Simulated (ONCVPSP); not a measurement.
**Fe (Z = 26): variants of one ONCV potential**

Base potential:

Fe (Z = 26), optimised norm-conserving Vanderbilt (ONCV), made with ONCVPSP 4.0.1 (LDA (Perdew-Wang 92), scalar-relativistic). Core [Ne], reference 3s2 3p6 3d6 4s2. Waves: 3s+4s: rc 1.45 bohr, ncon 4, nbas 7, qcut 10.9 1/bohr, 2 projectors; 3p: rc 1.15 bohr, ncon 4, nbas 7, qcut 10.6 1/bohr, 3 projectors, debl 1.8 Ha; 3d: rc 1.50 bohr, ncon 3, nbas 8, qcut 9.7 1/bohr, 3 projectors, debl 3.1 Ha; f scattering state at 0.07 Ha: rc 1.40 bohr, ncon 4, nbas 9, qcut 8.8 1/bohr, 2 projectors, debl 1.1 Ha. Local part: polynomial inside 0.75 bohr (lpopt 5, dvloc0 4 Ha). Core correction: Teter function, fcfact 5, rcfact 1.15.

In the p channel the program set the typed energies aside and used -2.202, 0.250, 2.050 Ha.

All-electron outer shells of the reference configuration (LDA (PZ), scalar-relativistic, ld1.x):

| shell | level (eV) | outermost node (bohr) | outermost maximum (bohr) |
| --- | --- | --- | --- |
| 2p | -698.00 | – | 0.18 |
| 3s | -93.51 | 0.33 | 0.70 |
| 3p | -59.93 | 0.30 | 0.72 |
| 3d | -7.75 | – | 0.71 |
| 4s | -5.49 | 1.01 | 2.38 |

Cutoffs, loose and tight: the cutoffs (Ha) at which the residual kinetic energy of the hardest occupied pseudo-wave falls to 1 and 0.1 mHa per electron. They do not see the model core or the augmentation charge, which bear on the density cutoff. Test errors are all-electron minus pseudo excitation energies from the reference, over the configurations 3s2 3p6 3d6 4s1; 3s2 3p6 3d6 4s0; 3s2 3p6 3d5 4s0; 3s2 3p6 3d7 4s0. A dash means not determined; rows that change the core or the reference have their own tests.

```tsv
change	outcome	cutoff, loose	cutoff, tight	bound ghosts	GHOST(+) flags above zero	largest test error (meV)
base	generated, projector energies reset by the program	38 Ha	43 Ha	none	none	+48
p: rc 1.5	generated, projector energies reset by the program	38 Ha	43 Ha	none	none	+47
p: qcut 14.4	generated, projector energies reset by the program	38 Ha	55 Ha	none	none	+48
f: qcut 13	generated, projector energies reset by the program	38 Ha	43 Ha	none	none	+48
s: qcut 13.3; p: qcut 12.9; d: qcut 11.8; f: qcut 10.7	generated, projector energies reset by the program	48 Ha	55 Ha	none	none	+28
core correction none	generated, projector energies reset by the program	38 Ha	43 Ha	none	none	+49
local potential polynomial inside 0.90 bohr (lpopt 3, dvloc0 1 Ha)	generated, projector energies reset by the program	38 Ha	43 Ha	none	none	+48
local potential polynomial inside 0.75 bohr (lpopt 5, dvloc0 9.5 Ha)	generated, projector energies reset by the program	38 Ha	43 Ha	none	none	+48
```
